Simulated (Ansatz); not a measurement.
`[BH2][AlH2]` + `N=CF` → `BN=CF` + `[AlH3]` at 700 K and 1 bar (cleavage of the B–Al bond).

Gas-phase electronic energies from Ansatz, PBE0-D4/def2-TZVP geometries. CCSD(T)/CBS adds triple-zeta CCSD(T) − MP2 to the extrapolated MP2 energy (def2 sets, frozen cores). This one scheme is used for every species. Each species was taken in one conformer, which may not be the lowest.

```csv
species,CCSD(T)/CBS energy (Eh),H − E (kJ/mol),S (J/(mol·K))
`[BH2][AlH2]`,-269.14094,132.0,331.6
`N=CF`,-193.72220,122.2,297.1
`BN=CF`,-219.13545,167.9,359.5
`[AlH3]`,-243.78045,80.2,251.4
```

H − E and S are ideal-gas, rigid-rotor, harmonic terms from PBE0-D4/def2-TZVP, for one conformer and one mirror image of each species. 1 Eh = 2625.50 kJ/mol, R = 8.31446 J/(mol·K).

Question: By hand: ΔE, ΔH, ΔS and ΔG.

Answer: ΔE = (-219.13545) + (-243.78045) − (-269.14094) − (-193.72220) = -0.05276 Eh = -138.5 kJ/mol. Δ(H − E) = 167.9 + 80.2 − 132.0 − 122.2 = -6.1, so ΔH = -144.6 kJ/mol. ΔS = 359.5 + 251.4 − 331.6 − 297.1 = -17.8 J/(mol·K). ΔG = -144.6 − 700 × (-17.8)/1000 = -132.1 kJ/mol.

Question: By hand: the equilibrium constant, and the temperature at which ΔG would vanish if ΔH and ΔS stayed fixed.

Answer: log₁₀ K = −ΔG/(RT ln 10) = 9.9. ΔG = 0 at ΔH/ΔS = 8124 K, far beyond where these terms or the molecules hold.

ΔH outweighs TΔS. A doubt of 5 kJ/mol in ΔE shifts log₁₀ K by 0.4 here. Other conformers and mirror images would add mixing entropy, several J/(mol·K) or more a flexible species. These are equilibria of isolated gas molecules and say nothing of rates. Largest T1 diagnostic: 0.015 (customary marks: 0.02 for closed shells, 0.045 for open ones).
